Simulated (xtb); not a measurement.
SeFI, SMILES F[Se]I. All values are semi-empirical tight-binding results from xtb (GFN2-xTB unless named), good for trends rather than for accurate numbers. Geometry: GFN2-xTB.

Optimised geometry:

Bonds (Å): Se1–F2 1.825, Se1–I3 2.454. Bond angles (°): F2–Se1–I3 99.6.
Charge 0, spin multiplicity 1.

Computed properties:
```yaml
point_group_as_xtb_finds_it: Cs
orbital_gap: 2.70 eV
zero_point_energy: 1.3 kcal/mol
G − E(el) at 298.15 K (modified RRHO): -17.6 kcal/mol
static polarisability (D4 model): 63.6 bohr³
solvation energy, GFN2-xTB/ALPB(water): -1.1 kcal/mol
solvation energy, GFN2-xTB/ALPB(acetonitrile): -4.3 kcal/mol
```

Computed atomic charges and the Wiberg bond orders between heavy atoms:
charges (e) Se1 0.18, F2 -0.22, I3 0.04. Bond orders Se1–F2 1.18, Se1–I3 1.35.
